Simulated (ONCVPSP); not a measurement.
**phosphorus (P): one change to an ONCV potential, before and after**

P (Z = 15), optimised norm-conserving Vanderbilt (ONCV), made with ONCVPSP 4.0.1 (PBEsol, scalar-relativistic). Core [Ne], reference 3s2 3p2 (charge +1). Waves: 3s: rc 1.40 bohr, ncon 3, nbas 6, qcut 4 1/bohr, 1 projector; 3p: rc 1.40 bohr, ncon 3, nbas 8, qcut 6.8 1/bohr, 1 projector. Local part: polynomial inside 0.90 bohr (lpopt 5, dvloc0 4 Ha). Core correction: none.

Change: local potential polynomial inside 1.30 bohr (lpopt 5, dvloc0 4 Ha).

Cutoffs: the cutoffs (Ha) at which the residual kinetic energy of the hardest occupied pseudo-wave falls to 1 and 0.1 mHa per electron; they do not see the model core or the augmentation charge, which bear on the density cutoff. Errors are all-electron minus pseudo energies relative to the spin-unpolarised reference configuration.

**Question.** Predict the effect on cutoff, ghosts and configuration errors.

**Answer.** The potential gets neither clearly harder nor softer (17 Ha and 41 Ha → 17 Ha and 41 Ha); the lowest positive-energy flag moves from s at 32.9 eV to none; of the 4 tests that both files solve, the error grows in 0 and shrinks in 3 by more than 15 % and 0.3 meV (median size 8.3 → 5.6 meV); the range in which the s phases agree widens (upper end 0.3 → 1.5); the range in which the p phases agree widens (upper end 1.5 → 3.8); neither file shows a bound ghost.

| quantity | base | changed |
| --- | --- | --- |
| cutoff, loose | 17 Ha | 17 Ha |
| cutoff, tight | 41 Ha | 41 Ha |
| bound ghosts | none | none |
| GHOST(+) flags under 300 eV | s at 32.9 eV | none |
| error for 3s2 3p3, meV [ΔE -9.70 eV] | +5.6 | +3.9 |
| error for 3s2 3p1, meV [ΔE 19.11 eV] | +11 | +7.2 |
| error for 3s2 3p0, meV [ΔE 48.82 eV] | +75 | +53 |
| error for 3s0 3p5, meV [ΔE 7.45 eV] | +2.1 | +1.9 |
| s: phases at 1.42 bohr within 0.05 rad from the reference energy up to (Ha; the scan ends near 5) | 0.3 | 1.5 |
| p: phases at 1.42 bohr within 0.05 rad from the reference energy up to (Ha; the scan ends near 5) | 1.5 | 3.8 |
